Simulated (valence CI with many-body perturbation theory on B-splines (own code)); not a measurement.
The numbers below are computed, except where a source is named.
**Ag16+: magnetic and hyperfine properties of the levels**

Level of theory: relativistic CI+MBPT: three valence electrons over a frozen Dirac-Fock core [Ar] 3d10, radial functions for each j: 11 s, 11 p, 10 d, 8 f, 5 g, 2 h, with the one-electron correlation potential Σ1 (screened to all orders), the two-electron term Σ2, the three-electron term Σ3, Breit, model QED; selected single and double excitations, second order for the rest, scaled by the run's own slope (own B-spline code, finite nucleus).

No measured spectrum was set against this ion. As an estimate, levels hold to about 250 cm⁻¹ or 0.2 % of their energy and the worst to 1 %, as in measured heavy ions of charge 2 to 7; those with d or f electrons hold less well.

A/g_I is the dipole constant over the nuclear g factor μ/I (μ in nuclear magnetons, uniformly magnetised nucleus), B/Q the quadrupole constant per barn. Both hold the static response of the core; the bare values leave it out. Large factors of s and p1/2 electrons are usually good to 5 to 10 %; those of open d and f shells near neutrality can be off by tens of per cent, and small factors of p3/2, d and f electrons come from cancelling terms and can be off by a factor of two or in sign, in half-filled shells by more. B is blank for J = 1/2, where it vanishes, and for nearly pure S terms. Energies count from the lowest level.

Names give the largest LS component (configuration and term), which can be under half, so a name can repeat, a term be missing and a line seem to break the LS rules; names also repeat where a configuration has a term twice. Letters in brackets count levels of one name in rising energy.

```
               Level  E (eV)      g  A/g_I (MHz)  A/g_I bare  B/Q (MHz/b)  B/Q bare
      4s2 4p 2P°_1/2    0.00  0.664        46000       43600                       
      4s2 4p 2P°_3/2    7.48  1.333         7900        7370        14600     13600
       4s 4p2 4P_1/2   34.50  2.580       113000      106000                       
       4s 4p2 4P_3/2   38.68  1.717        40100       37800        11900     11200
       4s 4p2 4P_5/2   41.38  1.514        43200       40800        -6800     -6360
       4s 4p2 2D_3/2   47.13  0.849        -6500       -6130        17700     16600
       4s 4p2 2D_5/2   49.85  1.285        39200       37100        20000     18700
       4s 4p2 2P_1/2   51.48  1.201        21900       20700                       
       4s 4p2 2S_1/2   58.91  1.554       132000      125000                       
       4s 4p2 2P_3/2   59.88  1.298       -14600      -13800       -12800    -12000
       4s2 4d 2D_3/2   74.46  0.800         1960        1960         3170      2940
       4s2 4d 2D_5/2   75.71  1.200         3410        3310         4250      3940
     4p3 4S°_3/2 [a]   85.69  1.389         5710        5500        11300     10600
     4p3 4S°_3/2 [b]   90.45  1.421        -1110        -923          352       329
         4p3 2D°_5/2   90.99  1.198        15700       14900        -2320     -2180
         4p3 2P°_1/2   96.61  0.665        43600       41100                       
         4p3 2P°_3/2  101.04  1.168         2680        2580        -8520     -8000
    4s 4p 4d 4F°_3/2  101.76  0.583       -12100      -11400         2240      2060
    4s 4p 4d 4F°_5/2  103.11  1.044        18700       17800         3270      3010
    4s 4p 4d 4F°_7/2  105.53  1.249        23800       22600         4210      3870
    4s 4p 4d 4P°_5/2  107.59  1.465        25900       24600         3740      3450
    4s 4p 4d 4D°_3/2  108.36  1.372        15600       14900         2870      2670
    4s 4p 4d 4D°_1/2  108.76  0.338       -51000      -48100                       
    4s 4p 4d 4F°_9/2  109.68  1.333        21200       20100        17800     16600
4s 4p 4d 2F°_5/2 [a]  112.36  1.075        15800       15000         2420      2250
4s 4p 4d 2D°_3/2 [a]  112.72  0.884       -15200      -14300        -2210     -2090
    4s 4p 4d 4P°_1/2  113.29  2.348        82800       78200                       
    4s 4p 4d 4D°_7/2  113.58  1.401        25100       23800        -4430     -4140
    4s 4p 4d 4P°_3/2  113.69  1.478        30000       28500        -5750     -5350
    4s 4p 4d 4D°_5/2  113.75  1.319        24100       22800        -2170     -2020
4s 4p 4d 2D°_5/2 [a]  115.87  1.153        27100       25700          572       493
4s 4p 4d 2F°_7/2 [a]  120.09  1.143        -1510       -1370        17500     16400
4s 4p 4d 2P°_3/2 [a]  120.70  1.165         2210        2120         79.9      55.8
4s 4p 4d 2F°_7/2 [b]  122.87  1.157        20600       19500        14500     13500
4s 4p 4d 2F°_5/2 [b]  123.19  0.876        -9940       -9340        12900     12000
4s 4p 4d 2P°_1/2 [a]  124.77  0.653       -56000      -52700                       
4s 4p 4d 2P°_1/2 [b]  126.03  0.657        20400       19400                       
4s 4p 4d 2D°_3/2 [b]  127.38  1.033        32300       30500        -3640     -3430
4s 4p 4d 2P°_3/2 [b]  127.45  1.235         1220        1330        -3400     -3200
4s 4p 4d 2D°_5/2 [b]  128.05  1.177        -8770       -8180       -10000     -9400
```

(1) Take the isotope of mass number 107, with I = 1/2, μ = -0.11352 μN. What is the hyperfine structure of 4s 4p2 4P_3/2?

## Answers

(1) From the table A = -9100 MHz. Shifts from the centre of gravity in MHz: F = 1: 11400, F = 2: -6820.
